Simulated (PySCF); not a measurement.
A structure optimised at PBE-D3(BJ)/def2-SVP, used in a PySCF frequency run:

```
Si
F 1 1.6362
O 1 1.6596 2 109.65
H 3 0.9735 1 116.08 2 -67.00
C 1 1.8519 2 110.37 3 120.33
H 5 1.1072 1 110.36 2 56.63
H 5 1.1073 6 108.65 1 -121.14
H 5 1.1086 6 108.76 7 -118.14
Br 1 2.2401 2 105.37 3 -118.95
```

Q: Write its SMILES and formula.

A: C[Si](O)(F)Br, CH4BrFOSi

Q: What are its rotational constants (standard atomic weights)?

A: 3.5747, 1.4696, 1.4407 GHz
